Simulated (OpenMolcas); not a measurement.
An atom or ion with 48 electrons was computed by MS-RASPT2, IPEA 0.25 Eh, imaginary shift 0.1 Eh with spin-orbit coupling (OpenMolcas, ANO-RCC-VQZP, DKH2). The lowest levels that the run gave, each within 12 % of the measured value where one is at hand:

```json
{"J": "0", "Parity": "even", "E (cm-1)": "0.0", "g": ""}
{"J": "0", "Parity": "odd", "E (cm-1)": "54510", "g": ""}
{"J": "1", "Parity": "odd", "E (cm-1)": "55880", "g": "1.498"}
{"J": "2", "Parity": "odd", "E (cm-1)": "59100", "g": "1.501"}
{"J": "1", "Parity": "odd", "E (cm-1)": "79190", "g": "1.004"}
{"J": "0", "Parity": "even", "E (cm-1)": "128600", "g": ""}
{"J": "2", "Parity": "even", "E (cm-1)": "128680", "g": "1.048"}
```

Problem. Which ion is it, and what are the configurations and terms?

Solution. Sn2+ (Z = 50, charge +2; active space 2 electrons in 9 orbitals (RAS2 5s 5p; RAS3 5d, at most 2 electrons)). J, parity and g give the terms where levels are pure, and mixed ones are named by the computed weights; the size of the splittings, set against known spectra of the 48-electron sequence, gives the charge. In order, with the measured energies in cm-1 (Moore, Atomic Energy Levels, vol. III, NSRDS-NBS 35 (1971 reprint of NBS Circular 467, 1958)): 5s2 1S0, 5s 5p 3P* 0 (53548), 5s 5p 3P* 1 (55196), 5s 5p 3P* 2 (59229), 5s 5p 1P* 1 (79911), 5p2 3P0 (127308), 5p2 1D2 (128205).

Term energies are means over components that CASPT2 splits; among the terms shown or strongly mixed into the levels shown the widest spread is 37 cm-1 (5p2 1D). Configurations are named by rounded mean occupations; where the s occupation lies near a half they are strongly mixed, a name can repeat and a true partner stay unpaired. Some terms take much of their weight from 5d, a shell meant for correlation, so their names are nominal. Some terms mix strongly with configurations of 5d, whose occupation reaches 0.38 (5p2 1D). Computed and measured levels are paired by configuration, term and J; levels that our copy of the source lacks, or whose pairing is in doubt (as where it misses far off the trend of its configuration), stay unpaired and out of the deviations. Only configurations of the active space appear.

* marks odd parity.
